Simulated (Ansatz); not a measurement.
Consider the redistribution: `[CH3][Ta]([NH2])(=[S])[Cl]` + `[NH2][Y]([F])[Cl]` → `[CH3][Ta](=[S])([Cl])[Cl]` + `[NH2][Y]([NH2])[F]`.

Gas-phase electronic energies from Ansatz, PBE0-D4/def2-TZVP geometries. CCSD(T)/CBS adds triple-zeta CCSD(T) − MP2 to the extrapolated MP2 energy (def2 sets, frozen cores). Functionals use def2-TZVPP. B3LYP here is the variant with VWN-RPA as its local correlation; programs differ in this. HSE06 is defined as in plane-wave codes. def2 core potentials past Kr. For Ta, Y outer-core shells are correlated without core-valence functions, which leaves a few kJ/mol of doubt a bond. Each species was taken in one conformer, which may not be the lowest.

| level | ΔE (kJ/mol) | difference from CCSD(T)/CBS |
| --- | --- | --- |
| BLYP-D4 | 74.4 | -7.9 |
| BHLYP-D4 | 86.9 | 4.6 |
| B2PLYP | 78.3 | -4.0 |
| BLYP | 75.7 | -6.6 |
| B3LYP | 81.1 | -1.2 |
| HSE06 | 81.8 | -0.5 |
| CCSD/def2-SVP | 93.6 | 11.3 |
| CCSD(T)/def2-TZVPP | 80.5 | -1.8 |
| MP2/def2-QZVPP | 73.0 | -9.3 |
| HF/CBS(def2) | 99.8 | 17.5 |
| CCSD(T)/CBS | 82.3 | 0 |

Largest T1 diagnostic among the species: 0.020.

In def2-TZVPP, CCSD(T) changes the Hartree–Fock value by −19.8 kJ/mol (the triples alone add −3.7 kJ/mol) and MP2 by −28.2 kJ/mol. At CCSD(T), def2-SVP lies +8.7 kJ/mol from the extrapolated value and def2-TZVPP −1.8 kJ/mol. Leaving LDA and LC-ωPBE aside and taking each functional with its dispersion term where it has one, the values, not all of them listed here, spread over 12.6 kJ/mol, from revPBE-D4 to BHLYP-D4.
